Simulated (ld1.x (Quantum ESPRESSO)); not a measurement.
**What the settings do to the TM potential of sulfur**

Base potential:

| Item | Value |
| --- | --- |
| Element | sulfur (S) |
| Generator | ld1.x (Quantum ESPRESSO) 7.5 |
| Type | norm-conserving Troullier–Martins (Kleinman–Bylander form) |
| Functional | Wu–Cohen |
| Relativity | scalar-relativistic |
| Frozen core | [He] |
| Valence charge | 14 |
| Reference configuration | 2s2 2p6 3s2 3p4 |
| Partial waves | 2p (bound): rc 0.85 bohr; 2s (bound): rc 0.75 bohr |
| Local potential | the s channel |
| Core correction | Bessel-smoothed model core, default radius (core density twice the valence density) |

Occupied shells without a wave of their own: 3p, 3s. They enter only through the test configuration that unscreens the potential, and ld1.x also counts them in the model core charge.

Cutoffs, loose and tight: the cutoffs (Ry, on a coarse ladder) from which the occupation-weighted sum of valence levels, in a spherical-Bessel basis at the reference potential, stays within 10 and 1 mRy of its value at 400 Ry. They do not see the model core or the augmentation charge, which bear on the density cutoff. Test errors are all-electron minus pseudo excitation energies from the reference, over the configurations 2s2 2p6 3s2 3p3; 2s2 2p6 3s2 3p2; 2s2 2p6 3s2 3p1; 2s2 2p6 3s1 3p5; 2s2 2p5 3s2 3p4; 2s2 2p6 3s1 3p4; 2s2 2p6 3s2 3p3.5. A dash means not determined; rows that change the core or the reference have their own tests. The largest error is taken over the tests solved by every variant that gives reliable tests at all: 2s2 2p5 3s2 3p4; 2s2 2p6 3s1 3p4; 2s2 2p6 3s1 3p5; 2s2 2p6 3s2 3p1; 2s2 2p6 3s2 3p2.

With those shells counted twice in exchange and correlation these files are broken, and their errors move erratically; no question is asked of them.

Cutoffs are not given where the Bessel-basis levels miss the radial ones by over 6 mRy, ghosts where they miss by over 20 mRy; a channel whose overlap is not positive is not tested.

```csv
change,outcome,"cutoff, loose","cutoff, tight",bound ghosts,largest test error (meV)
base,"generated, misses its reference levels by 1.00 eV",300 Ry,over 300 Ry,none,-1221
wave 2s (bound): rc 0.75 bohr becomes 2s (bound): rc 0.50 bohr,"generated, misses its reference levels by 0.32 eV",–,–,none,+583
wave 2s (bound): rc 0.75 bohr becomes 2s (bound): rc 0.60 bohr,"generated, misses its reference levels by 0.39 eV",over 300 Ry,over 300 Ry,none,-691
wave 2s (bound): rc 0.75 bohr becomes 2s (bound): rc 0.72 bohr,"generated, misses its reference levels by 0.92 eV",300 Ry,over 300 Ry,none,-1126
wave 2s (bound): rc 0.75 bohr becomes 2s (bound): rc 0.80 bohr,"generated, misses its reference levels by 1.25 eV",300 Ry,over 300 Ry,none,-1509
wave 2s (bound): rc 0.75 bohr becomes 2s (bound): rc 0.90 bohr,"generated, misses its reference levels by 1.56 eV",260 Ry,over 300 Ry,none,-1927
wave 2s (bound): rc 0.75 bohr becomes 2s (bound): rc 1.00 bohr,"generated, misses its reference levels by 1.59 eV",260 Ry,over 300 Ry,none,-1976
wave 2s (bound): rc 0.75 bohr becomes 2s (bound): rc 1.10 bohr,"generated, misses its reference levels by 1.24 eV",260 Ry,over 300 Ry,none,-1508
```

Reading the sweep of the s radius (base included, trends over the rows without a ghost): The loose cutoff stays near 260 Ry. The median size of the test errors (rows with all tests solved) is not monotonic: lowest 253.6 meV at 0.6 bohr, highest 896.7 meV at 1 bohr.
